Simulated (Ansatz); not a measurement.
The same path of AlH9N2O2Si (15 atoms, charge 0, multiplicity 1) was run twice with different band settings. Lost on the way: O2–H3, N9–H15. Made: O2–H15, H3–N6.

The calculation used RKS LDA/def2-SVP (Ansatz 0.2.0).

Relaxed end points:

```xyz
15
Properties=species:S:1:pos:R:3
Al -0.027 0.213 0.349
O -0.497 -0.297 1.922
H -0.827 -1.189 2.111
O 1.129 -0.598 -0.625
H 1.895 -1.061 -0.253
N -1.379 0.870 -0.770
H -2.359 0.699 -0.506
H -1.281 0.630 -1.768
N 0.431 2.070 0.672
H 1.374 2.402 0.416
Si -0.850 2.924 -0.405
H -0.554 2.977 -1.885
H -2.245 3.045 0.163
H -0.339 4.335 -0.025
H 0.294 2.342 1.661
```

```xyz
15
Properties=species:S:1:pos:R:3
Al 0.314 0.574 0.472
O -0.334 0.102 2.009
H -1.905 -0.473 0.228
O 1.608 -0.339 -0.207
H 1.943 -1.126 0.249
N -1.344 0.037 -0.474
H -1.174 -0.559 -1.296
H -1.854 0.897 -0.760
N 0.460 2.323 -0.014
H 1.424 2.653 -0.147
Si -0.765 3.466 -0.356
H -2.042 2.687 -0.672
H -1.168 4.416 0.752
H -0.473 4.320 -1.569
H 0.074 0.387 2.842
```

Common settings: movable images 7; climbing image yes; optimiser quadratic models (default); start path through a guess of the saddle point; force threshold 0.05 eV/Å; iteration limit 60; end points relaxed.

| run | spring |
| --- | --- |
| 1 | 5.0 eV/Å² |
| 2 | 0.1 eV/Å² |

Q: What does each run give, and how far can it be trusted?

A: Run 1: converged after 33 iterations, highest image 0.748 eV above the first end. A vibrational analysis at the climbing image gives one clearly imaginary mode, 453i cm⁻¹: a first-order saddle point.
Run 2: converged after 34 iterations, highest image 0.760 eV above the first end. The order of the point at the top wasn't checked.
The orbitals stay closed-shell, which can raise the energy where a bond breaks towards radicals; this wasn't checked here.
